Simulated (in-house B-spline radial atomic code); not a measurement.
Checks on a self-consistent run for Nd IV (Nd3+), [Ne] 3s1 3p6 3d10 4s2 4p6 4d10 4f4 5s2 5p6. Level of theory: Dirac-Hartree-Fock, average of configuration, Fermi nucleus of rms radius 4.9123 fm; calculated with an all-electron radial atomic-structure program (B-spline basis).

```
orbital       q       ε (Eh)     <1/r>         <r²>  small-component weight
  1s1/2       2  -1613.66664   66.0459  0.000759654                 0.04954
  2s1/2       2   -267.27520    15.647    0.0119626                 0.01084
  2p1/2       2   -252.52893   15.6013   0.00875957                0.010855
  2p3/2       4   -233.32978   14.0327     0.010001                0.010165
  3s1/2       1    -61.48936   5.70007    0.0804645               0.0033995
  3p1/2       2    -54.77075   5.62287    0.0748337               0.0033498
  3p3/2       4    -50.80908   5.23035    0.0819425                0.003162
  3d3/2       4    -40.14554   5.09003    0.0661364               0.0030257
  3d5/2       6    -39.29683   4.99123    0.0681185               0.0029709
  4s1/2       2    -13.91607   2.38789     0.406505               0.0010776
  4p1/2       2    -11.45074   2.26696     0.430983              0.00098816
  4p3/2       4    -10.56454   2.14357      0.46763              0.00093083
  4d3/2       4     -6.38428   1.92669     0.545153              0.00077745
  4d5/2       6     -6.22266   1.89399     0.560303              0.00075983
  4f5/2  1.7143     -1.63044   1.44325     0.974292              0.00046868
  4f7/2  2.2857     -1.61172   1.43146     0.991285               0.0004626
  5s1/2       2     -2.88062  0.910481      2.34719               0.0002216
  5p1/2       2     -2.09427  0.817882       2.8581              0.00018257
  5p3/2       4     -1.95992   0.77593      3.11948               0.0001679
```

Electron-electron repulsion V_ee = 3414.7336 hartree.

Task: What total energy follows from the eigenvalues?

Result: The eigenvalues count the repulsion twice, so E = Σqε - V_ee = -6151.024 - 3414.734 = -9565.758 hartree; the run printed -9565.758.

Task: Does the Dirac virial theorem hold?

Result: For a point nucleus E = -2c²Σq·w, with w the small-component weight. Here Σq·w = 0.25467 and c = 137.0360, so the ratio E/(-2c²Σq·w) is 1.000097; the finite nucleus accounts for the departure from 1.

Task: What diamagnetic shielding (Lamb formula) and susceptibility (Langevin formula) do the radii give?

Result: σ = (α²/3)Σq<1/r> = 388.155/(3·137.036²) = 6889.9 ppm, and χ = -0.79199×10⁻⁶·Σq<r²> = -29.48×10⁻⁶ cm³/mol with Σq<r²> = 37.227 bohr². Both are non-relativistic formulas without the paramagnetism of open shells; for so heavy an element the full relativistic shielding is larger by tens of per cent.
